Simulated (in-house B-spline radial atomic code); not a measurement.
RPA and G0W0 for neutral beryllium, [He] 2s2, as one setting changes: the share of exact exchange in the PBE hybrid start. A dash marks a level of low quasi-particle weight. Computed with a B-spline radial code for spherical atoms: all electrons, non-relativistic, point nucleus, each spin shell either full or empty, empty states to l = 9 with an (l + 1/2)⁻⁴ tail; G0W0 by contour deformation at full frequency.

```tsv
share of exact exchange in the PBE hybrid start	mean-field level (eV)	G0W0 level (eV)	RPA correlation (Eh)
0	-5.609	-	-0.18167
0.1	-5.962	-	-0.17352
0.2	-6.316	2s -9.126	-0.16662
0.3	?	?	?
0.4	?	?	?
0.5	-7.375	2s -9.218	-0.1507
0.6	-7.727	2s -9.228	-0.14647
0.7	-8.080	2s -9.233	-0.14263
0.8	-8.432	2s -9.234	-0.1391
0.9	-8.784	2s -9.231	-0.13584
1	-9.135	2s -9.227	-0.13282
```

Task: What belongs in the row for 0.3?

Result: mean-field level (eV): -6.669; G0W0 level (eV): 2s -9.171; RPA correlation (Eh): -0.16064.

Task: What belongs in the row for 0.4?

Result: mean-field level (eV): -7.022; G0W0 level (eV): 2s -9.200; RPA correlation (Eh): -0.15539.
